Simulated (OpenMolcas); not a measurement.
## Pt6+ in a point-charge field

Pt6+ among 6 point charges of -1.7 e arranged as an octahedron (Oh), 1.95 Å from the ion.
```
   1.9500    0.0000    0.0000  -1.70
   0.0000    1.9500    0.0000  -1.70
  -1.9500    0.0000    0.0000  -1.70
   0.0000   -1.9500    0.0000  -1.70
   0.0000    0.0000    1.9500  -1.70
   0.0000    0.0000   -1.9500  -1.70
```

| Quantity | Value |
| --- | --- |
| Program | OpenMolcas 26.06 |
| Method | CASSCF |
| Basis | ANO-RCC-VTZP [8s7p5d3f1g] |
| Scalar Hamiltonian | DKH2, point nucleus |
| Active space | 4 electrons in 5 orbitals (5d) |
| State averaging | 2S+1 = 5 even, 5 roots; 2S+1 = 3 even, 45 roots; 2S+1 = 1 even, 50 roots |
| Spin-orbit coupling | RASSI with atomic mean-field integrals over the reference wave functions |

The lowest spin-free states (labels of O, the rotations of Oh), above the lowest:

```
State  Degeneracy  E (cm-1)  Free-ion L (%)
   5E           2       0.0         D (100)
  5T2           3      6088         D (100)
  3T1           3     17496          H (60)
   3E           2     21459          H (95)
  3T1           3     22776          H (42)
  3T2           3     23184          H (54)
  3A2           1     24966         F (100)
  3A1           1     25819         G (100)
  3T1           3     27499          H (72)
  1T2           3     28231          I (54)
   3E           2     28480          G (84)
   1E           2     28530          I (84)
  3T2           3     28755          H (42)
  3T1           3     29952          G (57)
  1A2           1     32028          I (98)
  1A1           1     32467          G (42)
  1T2           3     32614          I (55)
  3T2           3     33214          G (78)
  3T1           3     33859          F (40)
  1T1           3     33890          I (54)
```

The lowest levels with spin-orbit coupling:

```
E (cm-1)  Degeneracy  Label      2S+1
     0.0           1     A1  5 (59 %)
    6971           3     T1  5 (82 %)
   11695           2      E  5 (89 %)
   12846           3     T2  5 (90 %)
   14945           1     A2  5 (89 %)
   17996           3     T2  5 (77 %)
   18841           3     T1  5 (74 %)
   20011           1     A1  5 (61 %)
   20407           2      E  5 (53 %)
   20881           3     T1  5 (64 %)
   20897           3     T2  5 (52 %)
   25466           1     A1  3 (47 %)
   28384           3     T2  3 (57 %)
   28882           2      E  3 (68 %)
   30206           3     T1  3 (70 %)
   31826           3     T1  3 (83 %)
   34397           1     A1  3 (66 %)
   34832           3     T2         3
   35538           3     T2  3 (88 %)
   36142           2      E  3 (82 %)
```

Powder χT (cm3 K/mol): 0 at 2 K, 0.00129 at 10 K, 0.00647 at 50 K, 0.0129 at 100 K, 0.0259 at 200 K, 0.0388 at 300 K. The effective moment at 300 K is 2.828 √(χT) = 0.56 μB.

A least-squares ligand-field fit to the states below 45000 cm-1, each weighted by its degeneracy and with a free common offset, gives 10Dq = 6129 cm-1, B = 992 cm-1 and C = 4198 cm-1 (C/B = 4.23), with an rms deviation of 65 cm-1.

Spin-orbit coupling mixes the spin-free states strongly: the lowest level takes only 34 % from its leading state, 5E. Without dynamic correlation the repulsion within the d shell is too large (B by tens of per cent), so at a given field states of lower spin stand too high. Point charges give a weaker field than real ligands, and real ions of this kind are as a rule low spin; the high spin found here belongs to the model. This field is weak: 10Dq is about 6129 cm-1, while octahedral complexes of 5d ions of charge 3 and more, computed by the same method with explicit ligands, had a median near 35000 cm-1. Ground spin and moment need not be those of a real site. This is an electrostatic model: the charges have no orbitals. No measured value stands beside these numbers.

The RASSCF and RASSI steps took 32 s on 1 thread of Intel(R) Xeon(R) Platinum 8375C CPU @ 2.90GHz (Ice Lake), with other jobs on the host; the integral step is not counted.
